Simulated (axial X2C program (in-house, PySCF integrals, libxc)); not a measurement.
## Worked dissociation energy of Ca₂: PBE0, spin-free

All values were computed with an in-house all-electron X2C program for linear molecules (integrals from PySCF). Spin-free means the one-electron spin-free X2C Hamiltonian. Basis: Ca dyall-cv3z [11s12p6d4f] (cores contracted in-house); Gaussian nuclei, density fitting, unrestricted open shells. Masses: Ca 39.963 u.

Molecular state: M_S = 0, Λ = 0 (closed shell).

| Item | Value |
| --- | --- |
| E(Ca) (2M_S = 0, M_L = 0) | -680.285558 hartree |
| E(Ca₂) at Re | -1360.578591 hartree |
| ωe | 79.0 cm⁻¹ |
| ωexe | 0.791 cm⁻¹ |

(1) Work out De and D0.

The state is one determinant whose occupation by symmetry is held fixed; it was picked as the lowest of a PBE0 search that is not exhaustive. Dissociation energies refer to the lowest single-determinant-based atoms at the same level and basis.

The levels of this run spread widely (ωe from 52 to 88 cm⁻¹), so these constants depend on the method. The bond is weak, and without diffuse functions and with truncated virtuals even CCSD(T) can be tens of per cent off in De.

Each atomic determinant is the lowest at this level and need not be a pure term. Totals compare only within one Hamiltonian and basis.

Results:

(1) De = -680.285558 + (-680.285558) − (-1360.578591) = 0.00748 hartree = 0.203 eV. The zero-point energy is ωe/2 − ωexe/4 = 39 cm⁻¹ = 0.005 eV, so D0 = 0.199 eV.
